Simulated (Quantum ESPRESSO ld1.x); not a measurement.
Question: Species: neutral calcium. Configuration: [Ar] 4s2 (the NIST ground configuration). All-electron calculation, non-relativistic Kohn-Sham, revPBE, spin-unpolarised, spherical densities, point nucleus. Program: ld1.x of Quantum ESPRESSO 7.5. Some entries of the table are withheld. Estimate them.

| orbital | occ. | eigenvalue (hartree) | <1/r> (bohr^-1) | <r^2> (bohr^2) |
|---|---|---|---|---|
| 1s | 2 | -144.369 | 19.54 | 0.008036 |
| 2s | 2 | -15.0966 | 4.009 | 0.1590 |
| 2p | 6 | -12.2902 | (1) | 0.1335 |
| 3s | 2 | -1.71840 | 1.200 | 1.557 |
| 3p | 6 | -1.03219 | (2) | 1.905 |
| 4s | 2 | -0.13687 | (3) | 18.90 |

Answer: 
(1) 2p <1/r> (bohr^-1): 3.935
(2) 3p <1/r> (bohr^-1): 1.074
(3) 4s <1/r> (bohr^-1): 0.3160
